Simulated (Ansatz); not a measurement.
Stepwise reaction of `OB(O)Cl` with ammonia, as a gas-phase model of exchange steps in deposition or etching. ΔE in kJ/mol; ΔG adds harmonic PBE0-D4 terms to CCSD(T)/CBS, at 1 bar.

Program: Ansatz. Geometries: PBE0-D4/def2-TZVP. ΔE: electronic, gas phase. CCSD(T)/CBS is the MP2 limit (def2-TZVPP, def2-QZVPP) plus CCSD(T) − MP2 in def2-TZVPP, frozen cores. This one scheme is used for every species. DFT in def2-TZVPP. B3LYP here is the variant with VWN-RPA as its local correlation; programs differ in this. One conformer a species, not always the lowest.

```json
{"step": "1", "reaction": "`OB(O)Cl` + NH₃ → `NB(O)Cl` + H₂O", "PBE-D4": "15.1", "B3LYP-D4": "16.4", "ωB97M-V": "17.1", "CCSD(T)/CBS": "14.3", "ΔG(400 K)": "11.9"}
{"step": "2", "reaction": "`NB(O)Cl` + NH₃ → `NB(N)Cl` + H₂O", "PBE-D4": "27.9", "B3LYP-D4": "28.8", "ωB97M-V": "29.1", "CCSD(T)/CBS": "25.9", "ΔG(400 K)": "24.2"}
```

Q: By hand: ΔE of the 2 steps together at CCSD(T)/CBS.

A: (14.3) + (25.9) = 40.2 kJ/mol, or 20.1 kJ/mol a step.

In ΔE each step is higher than the one before. All are uphill at CCSD(T)/CBS. ΔG lies between 11.9 and 24.2 kJ/mol a step. PBE-D4 differs from CCSD(T)/CBS by 0.8 to 2.0 kJ/mol a step. Isolated molecules leave out the surface, adducts and barriers. Largest T1 diagnostic: 0.011.
